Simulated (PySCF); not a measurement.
## K²⁺: ionisation energy

K²⁺ [Ne] 3s2 3p5 (2P) → K³⁺ [Ne] 3s2 3p4 (3P), as a difference of total energies. Computed with PySCF 2.14 in cc-pVTZ-X2C (6s5p3d1f, 43 functions), with scalar relativity by spin-free X2C-1e. Correlated levels: valence: [Ne] 3s2 frozen. The calculations carry no spin-orbit coupling.

```json
{"method": "UHF", "ionisation energy (eV)": "46.296", "difference from reference (eV)": "+0.493"}
{"method": "PBE0", "ionisation energy (eV)": "47.679", "difference from reference (eV)": "+1.876"}
{"method": "BP86", "ionisation energy (eV)": "47.799", "difference from reference (eV)": "+1.996"}
{"method": "MP2 (valence)", "ionisation energy (eV)": "46.860", "difference from reference (eV)": "+1.057"}
{"method": "SCS-MP2 (valence)", "ionisation energy (eV)": "46.866", "difference from reference (eV)": "+1.063"}
{"method": "CCSD (valence)", "ionisation energy (eV)": "46.932", "difference from reference (eV)": "+1.129"}
{"method": "CCSD(T) (valence)", "ionisation energy (eV)": "46.933", "difference from reference (eV)": "+1.130"}
```

Reference: 45.803 eV (semi-empirical (NIST evaluation); NIST Atomic Spectra Database, ionization energies).

The reference lies between the lowest fine-structure levels, while these numbers refer to the centres of the terms.

Errors of the correlated levels include the incompleteness of this basis and the frozen core.
